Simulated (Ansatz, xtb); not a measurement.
AlClF2GeH: where a starting geometry ends

The starting geometry of this gas-phase doublet was built from a drawn formula by distance geometry and a force field; its bonds are those of `[F][Ge]([F])[AlH][Cl]`.

```xyz
6

Al   -1.4719   -0.1345    0.0443
Cl   -1.1604    0.7616    2.0788
F    -2.9425   -2.9236    1.4650
F    -1.4570   -3.3724   -1.0161
Ge   -2.5421   -2.2825   -0.2059
H    -1.0283    0.7379   -1.2648
```

Q: Predict what becomes of its bonds when it is optimised with r2SCAN-D4/def2-SVP.

A: It keeps its bonds, and is `[F][Ge]([F])[AlH][Cl]`.

The energy falls by 0.40 eV over 11 steps:

```tsv
step	E − E(last) (eV)
1	0.397
2	0.071
3	0.031
4	0.024
5	0.015
7	0.005
8	0.001
9	0.000
10	0.000
11	0.000
```

Final geometry (Å):

```yaml
atoms:
  - { symbol: Al, position_ang: [-1.3120, -0.0893, 0.1251] }
  - { symbol: Cl, position_ang: [-1.5491, 0.9834, 1.9183] }
  - { symbol: F, position_ang: [-2.5163, -3.1671, 1.4389] }
  - { symbol: F, position_ang: [-1.8566, -3.3040, -1.1797] }
  - { symbol: Ge, position_ang: [-2.6519, -2.2406, -0.0376] }
  - { symbol: H, position_ang: [-0.7164, 0.6041, -1.1639] }
```

From the same start GFN2-xTB ends elsewhere, differing in Al1–F3 (1.71 against 3.56 Å here), F3–Ge5 (2.52 against 1.75 Å here).

The end wasn't checked by frequencies. Open shells are spin-unrestricted. Run with Ansatz 0.2.0, 87 s on 2 threads of Intel(R) Xeon(R) Platinum 8259CL CPU @ 2.50GHz (Skylake/Cascade Lake), on a shared host.
